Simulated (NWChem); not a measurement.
Molecule: CH₆AlN; SMILES [NH](C)[AlH2]

```xyz
9

Al     0.0988    -1.2331     0.0000
H     -0.9964    -2.3822     0.0020
H      1.6693    -1.4681    -0.0016
N     -0.4904     0.4441    -0.0003
C      0.2555     1.6805     0.0002
H     -1.4938     0.6068    -0.0013
H      0.0471     2.3056     0.8885
H      0.0516     2.3038    -0.8905
H      1.3370     1.4719     0.0031
```
Atoms are numbered in this order, from 1.

Computed with NWChem. Pople sets run with spherical d functions. STO-3G and 3-21G are far too small for this property and stand as cheap habits. Geometry: optimised at PBE0/def2-SVP. Vertical excitations in the gas phase; the lowest state need not have the same character in each row.

Order these runs by computing time, cheapest first, and give rough ratios: Hartree-Fock/3-21G, CIS; Hartree-Fock/def2-TZVP, CIS; Hartree-Fock/6-31G*, CIS.

Hartree-Fock/3-21G, CIS (1), Hartree-Fock/6-31G*, CIS (4), Hartree-Fock/def2-TZVP, CIS (30). Ratios are rough, from one shared machine; the cheapest took around 15 core-seconds (rough). What differs between the cheapest and the dearest: lowest excitation, singlet (eV) 6.79 → 6.91; oscillator strength of that lowest state 0.243 → 0.150; lowest state with f > 0.02, singlet (eV) 6.79 → 6.91; oscillator strength of that bright state 0.243 → 0.150.
